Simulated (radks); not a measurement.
Charge is removed step by step from the 5p (averaged over the sub-levels emptied) level of the barium ion Ba+, starting from [Xe] 6s1. All-electron calculation, Dirac Kohn-Sham, BLYP, spin-unpolarised, spherical densities, finite nucleus; Fermi nuclear charge, rms radius 4.8378 fm. Program: a radial shooting solver on a logarithmic mesh with Libxc functionals.

removed (e),E - E(0) (eV),eigenvalue (eV),E minus straight line (eV)
0,0.000,-24.155,0.000
0.25,6.354,-26.683,-0.972
0.5,13.346,-29.268,-1.305
0.75,20.992,-31.906,-0.986
1,29.303,-34.593,0.000

Removing the whole electron costs 29.303 eV by Delta-SCF, against 24.155 eV from minus the eigenvalue at the starting occupation. Slater's transition state (half an electron removed) gives 29.268 eV. Integrating minus the eigenvalue over the occupation (Janak's theorem) gives 29.303 eV. The mean slope of the eigenvalue, de/dn, is 10.4 eV per electron.
